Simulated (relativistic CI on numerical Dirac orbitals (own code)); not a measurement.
Hyperfine structure of Nd¹¹⁺, mass number 143

Computed by Dirac-Coulomb-Breit CI, separate exchange-only KLI orbitals for each configuration, a model potential for QED, unscaled Slater integrals (own radial code, finite nucleus).

Configurations in the expansion (outside the closed core [Kr] 4d10): 4f5s², 5s²5p, 4f5s5p, 4f³, 4f²5s, 5s5p², 4f²5p, 4f5s5d, 5s²5d, 4f²5d, 4f5s5f, 4f5p5d, 5s²6s, 4f5p², 5p³, 5p²5d, 5s5p5d, 5p5d², 5p5d5f, 4f5d², 5d³. Double excitations out of closed p, d and f shells are left out; levels of such configurations are missing from the list, as are those of other unlisted configurations, and high levels can miss mixing partners. Some configurations lack a partner that the ground configuration has and come out too high, among them 5s²6s.

Nuclear spin I = 7/2, μ = -1.065 μN, Q = -0.61 b (tables of Stone and Pyykkö). The electronic factors are computed for point nuclear moments, without core polarisation or the Bohr-Weisskopf and QED corrections.

```json
{"Level": "4f5s² ²F°5/2", "E (cm⁻¹)": "0.0", "A (MHz)": "-301.6", "B (MHz)": "-618"}
{"Level": "4f5s² ²F°7/2", "E (cm⁻¹)": "3981.5", "A (MHz)": "-169.8", "B (MHz)": "-704"}
{"Level": "5s²5p ²P°1/2", "E (cm⁻¹)": "48112.1", "A (MHz)": "-9412", "B (MHz)": ""}
{"Level": "5s²5p ²P°3/2", "E (cm⁻¹)": "92627.4", "A (MHz)": "-1404", "B (MHz)": "-5180"}
{"Level": "4f²5s ⁴H7/2", "E (cm⁻¹)": "120773.1", "A (MHz)": "3338", "B (MHz)": "-566"}
{"Level": "4f²5s ⁴H9/2", "E (cm⁻¹)": "122291.6", "A (MHz)": "-748.2", "B (MHz)": "-551"}
{"Level": "4f²5s ⁴H11/2", "E (cm⁻¹)": "124328.1", "A (MHz)": "-2123", "B (MHz)": "-605"}
{"Level": "4f²5s ⁴H13/2", "E (cm⁻¹)": "126688.9", "A (MHz)": "-2686", "B (MHz)": "-700"}
```

Levels with J = 0, under 50 % of one LS term, or S terms without an open s electron are left out. Small factors come from cancelling terms and can be off by tens of per cent or more.

At this charge transitions that keep the count of f electrons are usually good to a few per cent. Terms inside the open d or f shell come out 10 to 20 % too wide with unscaled integrals. Levels and lines within the n = 5 or 6 shells can be off by up to 10 % or somewhat more, and those that change n by about 2 %, since core polarisation is missing. Levels that differ in their count of f electrons can be misplaced by several ten thousand cm⁻¹, since the correlation energy of f electrons is missing or only estimated; rates across such gaps can be off by orders of magnitude.

(1) Give the hyperfine levels of 4f5s² ²F°5/2 relative to its centre of gravity.

Answers

(1) With K = F(F + 1) − I(I + 1) − J(J + 1), E = AK/2 + B[¾K(K + 1) − I(I + 1)J(J + 1)]/[2I(2I − 1)J(2J − 1)]: F = 1: 3061, F = 2: 2635, F = 3: 1929, F = 4: 863.9, F = 5: -665.9, F = 6: -2793 MHz.

LS names give the leading component of a level, which can be under half, so a name can repeat, a term be missing and a line seem to break the LS rules.
